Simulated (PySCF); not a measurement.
Isomers of C6H7N3O, mass 137.059 u with the commonest isotopes. Method: PBE0/pcSseg-1 in PySCF (dipole) on a GFN2-xTB geometry, gas phase. One conformer each, none proved a minimum here; rigid rotors.

Question: Order these by radius of gyration √(Σ m r²/M), largest first.
A. `[CH3:1][c:2]1[n:3][n:4][c:5]([CH:6]=[O:7])[c:8]([CH3:9])[n:10]1` with N4–C5–C6–O7 180°
B. `[CH:1]#[C:2][CH2:3][n:4]1[n:5][cH:6][c:7]([O:8][CH3:9])[n:10]1` with C2–C3–N4–N5 -92°, C6–C7–O8–C9 -179°
C. `[CH2:1]=[CH:2][n:3]1[n:4][n:5][cH:6][c:7]1[C:8]([CH3:9])=[O:10]` with C1–C2–N3–N4 0°, C6–C7–C8–C9 0°

Answer: B (2.334 Å), A (2.204 Å), C (2.160 Å).

Question: Order these by dipole moment, largest first.
A. `[CH3:1][c:2]1[n:3][n:4][c:5]([CH:6]=[O:7])[c:8]([CH3:9])[n:10]1` with N4–C5–C6–O7 180°
B. `[CH:1]#[C:2][CH2:3][n:4]1[n:5][cH:6][c:7]([O:8][CH3:9])[n:10]1` with C2–C3–N4–N5 -92°, C6–C7–O8–C9 -179°
C. `[CH2:1]=[CH:2][c:3]1[cH:4][n:5][n:6][c:7]([O:8][CH3:9])[n:10]1` with C1–C2–C3–C4 180°, N6–C7–O8–C9 180°

Answer: C (4.85 D), A (2.26 D), B (1.55 D).

Question: Order these by rotational constant B, largest first.
A. `[CH2:1]=[CH:2][n:3]1[n:4][n:5][cH:6][c:7]1[C:8]([CH3:9])=[O:10]` with C1–C2–N3–N4 0°, C6–C7–C8–C9 0°
B. `[CH:1]#[C:2][CH2:3][n:4]1[n:5][cH:6][c:7]([O:8][CH3:9])[n:10]1` with C2–C3–N4–N5 -92°, C6–C7–O8–C9 -179°
C. `[CH3:1][c:2]1[n:3][n:4][c:5]([CH:6]=[O:7])[c:8]([CH3:9])[n:10]1` with N4–C5–C6–O7 180°

Answer: A (1254 MHz), C (1006 MHz), B (830.7 MHz).

| SMILES | point group | Ia (u·Å²) | Ib (u·Å²) | Ic (u·Å²) | κ | μa (D) | μb (D) | μc (D) |
| --- | --- | --- | --- | --- | --- | --- | --- | --- |
| C#CCn1ncc(OC)n1 | C1 | 180.86 | 608.37 | 704.31 | -0.89 | 0.09 | 1.33 | 0.78 |
| Cc1nnc(C=O)c(C)n1 | – | 166.13 | 502.48 | 662.43 | -0.79 | 1.47 | 1.71 | 0.08 |
| C=Cn1nncc1C(C)=O | Cs | 238.24 | 402.89 | 638.00 | -0.30 | 2.22 | 0.44 | 0.00 |
| C=Cc1cnnc(OC)n1 | Cs | 256.70 | 401.19 | 654.70 | -0.18 | 3.04 | 3.78 | 0.00 |
